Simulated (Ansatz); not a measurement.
Basis sets compared for the cluster Li5Al5⁺. Total charge 1; doublet. Geometry PBE0-D4/def2-SVP. Ansatz on 4 threads of Arm Neoverse V2 on a shared host; times are rough, and most runs start from earlier orbitals.

```xyz
10

Li    0.418    3.165    1.017
Li    0.375   -3.334   -1.525
Li   -1.145    0.014   -2.699
Li   -2.301   -1.151    0.809
Li    1.359   -1.793    1.880
Al   -1.455    1.307   -0.280
Al    0.838    1.579   -1.384
Al   -0.258    0.443    1.908
Al    0.163   -0.971   -0.472
Al    2.004    0.741    0.746
```

Another isomer (doublet) lies 0.43 eV lower at PBE0-D4/def2-TZVP; other spin states weren't run for this one.

```json
{"level": "PBE-D4/def2-SVP", "functions": "135", "energy (Eh)": "-1248.5191", "HOMO (eV)": "-7.05", "LUMO (eV)": "-6.56", "wall time": "4.8 s"}
{"level": "PBE0-D4/def2-SVP", "functions": "135", "energy (Eh)": "-1248.6412", "HOMO (eV)": "-7.63", "LUMO (eV)": "-5.95", "wall time": "7 s"}
```

Q: Estimate the rows for PBE-D4/def2-TZVP (with forces), PBE0-D4/def2-TZVP.

A: 
```tsv
level	functions	energy (Eh)	HOMO (eV)	LUMO (eV)	wall time
PBE-D4/def2-TZVP (with forces)	255	-1248.9742	-7.00	-6.48	9 s
PBE0-D4/def2-TZVP	255	-1249.0888	-7.57	-5.86	20 s
```
